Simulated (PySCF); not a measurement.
C6H14O3, SMILES O(CCOCCOC)C.

Geometry optimised at PBE0-D3(BJ)/def2-SVP. One conformer was computed; it need not be the lowest.

These are TDA-CAM-B3LYP/def2-SVP in PySCF 2.14.0 values and carry that method's errors.

Vertical excitations. Gas-phase values at a fixed geometry.

Computed lowest excited states:
```json
[
 {"state": "S1", "energy (eV)": "7.87", "λ (nm)": "157", "f": "0.011", "main pairs": "HOMO→LUMO 85 %"},
 {"state": "S2", "energy (eV)": "8.03", "λ (nm)": "154", "f": "0.027", "main pairs": "HOMO→LUMO+2 76 %"},
 {"state": "S3", "energy (eV)": "8.08", "λ (nm)": "153", "f": "0.102", "main pairs": "HOMO−1→LUMO+1 83 %"},
 {"state": "S4", "energy (eV)": "8.56", "λ (nm)": "145", "f": "0.005", "main pairs": "HOMO→LUMO+3 69 %, HOMO→LUMO+5 11 %"},
 {"state": "S5", "energy (eV)": "8.89", "λ (nm)": "140", "f": "0.001", "main pairs": "HOMO→LUMO+1 52 %, HOMO→LUMO+4 14 %, HOMO−2→LUMO+1 12 %"},
 {"state": "S6", "energy (eV)": "9.03", "λ (nm)": "137", "f": "0.000", "main pairs": "HOMO−1→LUMO+2 64 %, HOMO−1→LUMO 15 %"},
 {"state": "S7", "energy (eV)": "9.07", "λ (nm)": "137", "f": "0.014", "main pairs": "HOMO→LUMO+5 26 %, HOMO−2→LUMO 16 %, HOMO−2→LUMO+2 15 %, HOMO→LUMO+3 9 %"},
 {"state": "S8", "energy (eV)": "9.13", "λ (nm)": "136", "f": "0.021", "main pairs": "HOMO−2→LUMO 39 %, HOMO−2→LUMO+2 22 %, HOMO→LUMO+6 9 %, HOMO→LUMO+7 7 %"},
 {"state": "S9", "energy (eV)": "9.13", "λ (nm)": "136", "f": "0.052", "main pairs": "HOMO→LUMO+6 24 %, HOMO−2→LUMO+2 14 %, HOMO−2→LUMO 14 %, HOMO→LUMO+7 12 %"},
 {"state": "S10", "energy (eV)": "9.37", "λ (nm)": "132", "f": "0.008", "main pairs": "HOMO−1→LUMO+4 41 %, HOMO−1→LUMO+5 12 %, HOMO−1→LUMO+6 11 %"},
 {"state": "T1", "energy (eV)": "7.57", "λ (nm)": "164", "f": "0", "main pairs": "HOMO→LUMO+2 36 %, HOMO→LUMO 26 %, HOMO→LUMO+5 8 %, HOMO−2→LUMO 7 %"},
 {"state": "T2", "energy (eV)": "7.66", "λ (nm)": "162", "f": "0", "main pairs": "HOMO→LUMO 34 %, HOMO−1→LUMO+1 28 %, HOMO→LUMO+2 14 %, HOMO−2→LUMO+2 6 %"},
 {"state": "T3", "energy (eV)": "7.69", "λ (nm)": "161", "f": "0", "main pairs": "HOMO−1→LUMO+1 53 %, HOMO→LUMO 18 %, HOMO→LUMO+2 12 %"},
 {"state": "T4", "energy (eV)": "8.19", "λ (nm)": "151", "f": "0", "main pairs": "HOMO→LUMO+3 43 %, HOMO→LUMO+2 17 %, HOMO→LUMO+5 14 %"}
]
```
Triplets are in the Tamm–Dancoff approximation.
